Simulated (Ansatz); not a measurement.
Calculated with Ansatz (gas phase, PBE0-D4/def2-TZVP geometries, no zero-point term in ΔE). CCSD(T)/CBS is the MP2 limit (def2-TZVPP, def2-QZVPP) plus CCSD(T) − MP2 in def2-TZVPP, frozen cores. This one scheme is used for every species. DFT in def2-TZVPP. For Se outer-core shells are correlated without core-valence functions, which leaves a few kJ/mol of doubt a bond. Scalar relativity is left out up to krypton. Each species was taken in one conformer, which may not be the lowest.

Reaction (hydrogenolysis of the Al–Se bond): `B[NH][AlH][SeH]` + H₂ → `B[NH][AlH2]` + H₂Se

`B[NH][AlH][SeH]`:

Z-matrix (Å, degrees):
```
B
N 1 1.403
H 1 1.199 2 120.8
H 1 1.201 2 118.5 3 -180.0
Al 2 1.800 1 122.4 3 179.9
H 2 1.011 1 116.3 3 0.0
Se 5 2.317 2 119.3 1 -179.6
H 5 1.571 2 121.1 1 0.4
H 7 1.469 5 92.5 2 0.1
```

H₂:

```xyz
2

H    -0.279   -0.245    0.037
H     0.279    0.245   -0.037
```

`B[NH][AlH2]`:

Cartesian coordinates in Å:
```
B 0.164 -0.372 1.345
N 0.411 -0.451 -0.035
Al -0.376 0.597 -1.273
H 0.725 -1.105 2.113
H -0.621 0.445 1.742
H 1.078 -1.154 -0.324
H -1.409 1.683 -0.784
H 0.028 0.357 -2.784
```

H₂Se:

```xyz
3

Se   -0.389   -0.377    0.418
H     0.758   -0.661   -0.452
H    -0.369    1.038    0.033
```

```tsv
level	ΔE (kJ/mol)	difference from CCSD(T)/CBS
LDA (SPW92)	102.9	-5.3
PBE-D4	107.0	-1.2
B2PLYP	100.5	-7.7
PBE	102.3	-5.9
PBE0	101.8	-6.4
CAM-B3LYP	91.2	-17.0
RPA@PBE/def2-TZVPP	95.7	-12.5
MP2/def2-SVP	100.5	-7.7
HF/def2-TZVPP	86.5	-21.7
CCSD/def2-TZVPP	98.9	-9.3
CCSD(T)/CBS	108.2	0
```

Largest T1 diagnostic among the species: 0.012.

Leaving LDA and LC-ωPBE aside and taking each functional with its dispersion term where it has one, the values, not all of them listed here, spread over 22.2 kJ/mol, from B97M-V to r2SCAN-D4. At CCSD(T), def2-SVP lies −17.0 kJ/mol from the extrapolated value and def2-TZVPP −4.9 kJ/mol.

CCSD(T)/CBS has its own doubt, a few kJ/mol and more with outer-core shells, so smaller differences from it don't rank the levels.
